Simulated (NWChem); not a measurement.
All runs are NWChem calculations. System: ethylene glycol (C₂H₆O₂), charge 0, spin multiplicity 1, at a geometry optimised with PBE/def2-SVP. Level: RHF/def2-TZVP.

Job file:

```
start mol
memory heap 200 mb stack 900 mb global 1100 mb
geometry units angstroms nocenter noautoz noautosym
  O      1.345221    -0.525035     0.007332
  C      0.624489     0.679958    -0.242112
  C     -0.825528     0.264648    -0.453669
  O     -1.312698    -0.440491     0.666427
  H      2.197200    -0.292664     0.414687
  H      0.678794     1.373629     0.630671
  H      1.009418     1.223558    -1.140039
  H     -1.457758     1.165726    -0.602559
  H     -0.887231    -0.341215    -1.394295
  H     -0.594371    -1.072460     0.876145
end
basis spherical
  * library def2-tzvp
end
scf
  rhf
  nopen 0
  maxiter 100
  thresh 1e-7
  semidirect memsize 60000000 filesize 0
end
task scf energy
```

Output (cleaned and shortened):

```
             Northwest Computational Chemistry Package (NWChem) 7.3.0
             --------------------------------------------------------

                                NWChem Input Module
                                -------------------

 Scaling coordinates for geometry "geometry" by  1.889725989
 (inverse scale =  0.529177249)

                             Geometry "geometry" -> ""
                             -------------------------

 Output coordinates in angstroms (scale by  1.889725989 to convert to a.u.)

  No.       Tag          Charge          X              Y              Z
 ---- ---------------- ---------- -------------- -------------- --------------
    1 O                    8.0000     1.34522100    -0.52503500     0.00733200
    2 C                    6.0000     0.62448900     0.67995800    -0.24211200
    3 C                    6.0000    -0.82552800     0.26464800    -0.45366900
    4 O                    8.0000    -1.31269800    -0.44049100     0.66642700
    5 H                    1.0000     2.19720000    -0.29266400     0.41468700
    6 H                    1.0000     0.67879400     1.37362900     0.63067100
    7 H                    1.0000     1.00941800     1.22355800    -1.14003900
    8 H                    1.0000    -1.45775800     1.16572600    -0.60255900
    9 H                    1.0000    -0.88723100    -0.34121500    -1.39429500
   10 H                    1.0000    -0.59437100    -1.07246000     0.87614500

 Effective nuclear repulsion energy (a.u.)     133.4680939608

            Nuclear Dipole moment (a.u.)
            ----------------------------
        X                 Y               Z
 ---------------- ---------------- ----------------
     0.0000037795     0.0000037795    -0.0000075589


 Summary of "ao basis" -> "" (spherical)
 ------------------------------------------------------------------------------
       Tag                 Description            Shells   Functions and Types
 ---------------- ------------------------------  ------  ---------------------
 *                         def2-tzvp                  on all atoms

 Summary of "ao basis" -> "ao basis" (spherical)
 ------------------------------------------------------------------------------
       Tag                 Description            Shells   Functions and Types
 ---------------- ------------------------------  ------  ---------------------
 O                         def2-tzvp                11       31   5s3p2d1f
 C                         def2-tzvp                11       31   5s3p2d1f
 H                         def2-tzvp                 4        6   3s1p

                                 NWChem SCF Module
                                 -----------------

  ao basis        = "ao basis"
  functions       =   160
  atoms           =    10
  closed shells   =    17
  open shells     =     0
  charge          =   0.00
  wavefunction    = RHF
  use symmetry    = F
  symmetry adapt  = F

 Summary of "ao basis" -> "ao basis" (spherical)
 ------------------------------------------------------------------------------
       Tag                 Description            Shells   Functions and Types
 ---------------- ------------------------------  ------  ---------------------
 O                         def2-tzvp                11       31   5s3p2d1f
 C                         def2-tzvp                11       31   5s3p2d1f
 H                         def2-tzvp                 4        6   3s1p

 Forming initial guess at       0.1s

      Superposition of Atomic Density Guess
      -------------------------------------

 Sum of atomic energies:        -227.91012611

      Non-variational initial energy
      ------------------------------

 Total energy =    -229.843531
 1-e energy   =    -574.673384
 2-e energy   =     211.361759
 HOMO         =      -0.354288
 LUMO         =       0.056990

 Starting SCF solution at       4.2s

 ----------------------------------------------
         Quadratically convergent ROHF

 Convergence threshold     :          1.000E-07
 Maximum no. of iterations :          100
 Final Fock-matrix accuracy:          1.000E-09
 ----------------------------------------------

              iter       energy          gnorm     gmax       time
             ----- ------------------- --------- --------- --------
                 1     -228.9512146335  1.15D+00  1.53D-01      6.6
                 2     -229.0184040065  3.80D-01  6.83D-02     11.5
                 3     -229.0285619384  2.02D-02  2.35D-03     17.9
                 4     -229.0286013010  1.30D-04  2.55D-05     27.3
                 5     -229.0286013030  8.93D-09  1.28D-09     46.0

       Final RHF  results
       ------------------

         Total SCF energy =   -229.028601303047
      One-electron energy =   -578.221427347739
      Two-electron energy =    215.724732083900
 Nuclear repulsion energy =    133.468093960793

        Time for solution =     41.8s

             Final eigenvalues
             -----------------

              1
    1  -20.5741
    2  -20.5488
    3  -11.2881
    4  -11.2769
    5   -1.3805
    6   -1.3452
    7   -0.9953
    8   -0.8326
    9   -0.7255
   10   -0.6638
   11   -0.6541
   12   -0.6017
   13   -0.5699
   14   -0.5370
   15   -0.4945
   16   -0.4614
   17   -0.4365
   18    0.1262
   19    0.1639
   20    0.1842
   21    0.2056
   22    0.2123
   23    0.2397
   24    0.2739
   25    0.2778
   26    0.3050
   27    0.3282

                       ROHF Final Molecular Orbital Analysis
                       -------------------------------------

 Vector   15  Occ=2.000000D+00  E=-4.944955D-01
              MO Center= -5.7D-01,  1.0D-01,  2.0D-02, r^2= 2.6D+00
   Bfn.  Coefficient  Atom+Function         Bfn.  Coefficient  Atom+Function
  ----- ------------  ---------------      ----- ------------  ---------------
    99     -0.206291   4 O  px               68      0.203183   3 C  px
   102     -0.182379   4 O  px              144     -0.173267   8 H  s
    71      0.171792   3 C  px                8      0.163556   1 O  pz

 Vector   16  Occ=2.000000D+00  E=-4.614186D-01
              MO Center=  8.7D-01,  1.8D-01, -1.6D-01, r^2= 2.2D+00
   Bfn.  Coefficient  Atom+Function         Bfn.  Coefficient  Atom+Function
  ----- ------------  ---------------      ----- ------------  ---------------
     8      0.309315   1 O  pz               11      0.280238   1 O  pz
    14      0.223763   1 O  pz              138      0.194172   7 H  s
    39     -0.171283   2 C  pz              132     -0.159103   6 H  s
    42     -0.150037   2 C  pz

 Vector   17  Occ=2.000000D+00  E=-4.365227D-01
              MO Center= -8.4D-01, -1.4D-01,  5.7D-02, r^2= 2.1D+00
   Bfn.  Coefficient  Atom+Function         Bfn.  Coefficient  Atom+Function
  ----- ------------  ---------------      ----- ------------  ---------------
   100      0.249768   4 O  py              103      0.226184   4 O  py
   101      0.209038   4 O  pz              104      0.189409   4 O  pz
   150      0.190318   9 H  s               106      0.181275   4 O  py
    99      0.150509   4 O  px

 Vector   18  Occ=0.000000D+00  E= 1.262100D-01
              MO Center=  1.9D+00,  2.3D-01,  4.8D-01, r^2= 5.5D+00
   Bfn.  Coefficient  Atom+Function         Bfn.  Coefficient  Atom+Function
  ----- ------------  ---------------      ----- ------------  ---------------
    36      3.018284   2 C  s               127     -1.538061   5 H  s
   133     -1.460288   6 H  s               139     -1.042099   7 H  s
     5      0.553670   1 O  s               145     -0.494877   8 H  s
    35     -0.440175   2 C  s                12      0.426578   1 O  px
   157     -0.425840  10 H  s               151     -0.421587   9 H  s

 Vector   19  Occ=0.000000D+00  E= 1.639280D-01
              MO Center=  5.2D-02,  1.1D+00, -9.1D-01, r^2= 7.0D+00
   Bfn.  Coefficient  Atom+Function         Bfn.  Coefficient  Atom+Function
  ----- ------------  ---------------      ----- ------------  ---------------
    67      3.202545   3 C  s               145     -1.938689   8 H  s
   139     -1.867323   7 H  s                36      1.793105   2 C  s
   151     -1.425633   9 H  s                 5     -0.904376   1 O  s
   133     -0.850537   6 H  s                43      0.744372   2 C  px
    98     -0.623581   4 O  s               127      0.563529   5 H  s

 Vector   20  Occ=0.000000D+00  E= 1.842012D-01
              MO Center= -3.7D-01, -4.3D-01, -1.4D-01, r^2= 7.4D+00
   Bfn.  Coefficient  Atom+Function         Bfn.  Coefficient  Atom+Function
  ----- ------------  ---------------      ----- ------------  ---------------
    67     -4.990676   3 C  s                36      4.564447   2 C  s
   151      2.291659   9 H  s               133     -1.370514   6 H  s
   157      1.269526  10 H  s                74     -1.201916   3 C  px
    43     -0.924948   2 C  px              139     -0.748441   7 H  s
     5     -0.739619   1 O  s                76      0.721677   3 C  pz

 center of mass
 --------------
 x =  -0.02859747 y =  -0.06200606 z =   0.03662805

 moments of inertia (a.u.)
 ------------------
         125.753831308963          -4.163991055059          33.352708893019
          -4.163991055059         336.520971049668          35.582926497234
          33.352708893019          35.582926497234         353.447678989765

  Mulliken analysis of the total density
  --------------------------------------

    Atom       Charge   Shell Charges
 -----------   ------   -------------------------------------------------------
    1 O    8     8.56   0.79  1.18  0.56  0.95  0.32  1.85  2.05  0.83  0.00  0.03  0.00
    2 C    6     5.99   0.85  1.12  0.48  0.65  0.07  1.19  1.24  0.22  0.03  0.11  0.01
    3 C    6     5.91   0.85  1.12  0.48  0.64  0.04  1.19  1.24  0.18  0.03  0.11  0.01
    4 O    8     8.56   0.79  1.18  0.56  0.96  0.31  1.85  2.05  0.81  0.00  0.03  0.00
    5 H    1     0.66   0.24  0.34  0.03  0.05
    6 H    1     0.91   0.26  0.50  0.12  0.02
    7 H    1     0.92   0.26  0.51  0.13  0.02
    8 H    1     0.92   0.27  0.51  0.12  0.02
    9 H    1     0.92   0.26  0.51  0.13  0.02
   10 H    1     0.65   0.24  0.33  0.04  0.04

       Multipole analysis of the density wrt the origin
       ------------------------------------------------

     L   x y z        total         open         nuclear
     -   - - -        -----         ----         -------
     0   0 0 0     -0.000000      0.000000     34.000000

     1   1 0 0      0.954940      0.000000      0.000004
     1   0 1 0      0.552105      0.000000      0.000004
     1   0 0 1     -0.151039      0.000000     -0.000008

     2   2 0 0    -18.461822      0.000000    158.070128
     2   1 1 0      0.216934      0.000000      3.491575
     2   1 0 1      2.899163      0.000000    -13.557727
     2   0 2 0    -18.033158      0.000000     46.591531
     2   0 1 1     -0.908229      0.000000    -21.082219
     2   0 0 2    -18.613172      0.000000     36.011321

 Task  times  cpu:       46.0s     wall:       46.0s

 Total times  cpu:       46.1s     wall:       46.1s
```
